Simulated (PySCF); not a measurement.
**Carbon: a sound run and one with changed settings**

Sound run: C²⁺ [He] 2s2, C³⁺ [He] 2s1. Computed with PySCF 2.14 in aug-cc-pVDZ-DK (4s3p2d, 23 functions), with the spin-free X2C one-electron Hamiltonian (Gaussian nucleus). The sound run starts from symmetry-adapted Hartree-Fock orbitals and uses a fine grid where one is needed.

Changed run: radial step 0.5 in ln r (0.13 in the sound run). This setting is unsound on purpose.

```json
{"species": "C²⁺", "method": "UHF", "sound run (hartree)": "-36.41693", "changed run (hartree)": "-36.41693", "converged": "yes"}
{"species": "C²⁺", "method": "r2SCAN", "sound run (hartree)": "-36.49460", "changed run (hartree)": "-36.48157", "converged": "yes"}
{"species": "C²⁺", "method": "PBE0", "sound run (hartree)": "-36.47852", "changed run (hartree)": "-36.47851", "converged": "yes"}
{"species": "C³⁺", "method": "UHF", "sound run (hartree)": "-34.73217", "changed run (hartree)": "-34.73217", "converged": "yes"}
{"species": "C³⁺", "method": "r2SCAN", "sound run (hartree)": "-34.77945", "changed run (hartree)": "-34.77013", "converged": "yes"}
{"species": "C³⁺", "method": "PBE0", "sound run (hartree)": "-34.74729", "changed run (hartree)": "-34.74635", "converged": "yes"}
```

Ionisation energy of C²⁺:

```tsv
method	sound run (eV)	changed run (eV)
UHF	45.845	45.845
r2SCAN	46.671	46.571
PBE0	47.109	47.134
```

A coarse radial grid mis-integrates the density and the exchange-correlation energy, with errors of either sign; Hartree-Fock needs no grid.

For comparison, NIST gives 47.888 eV between the lowest levels.
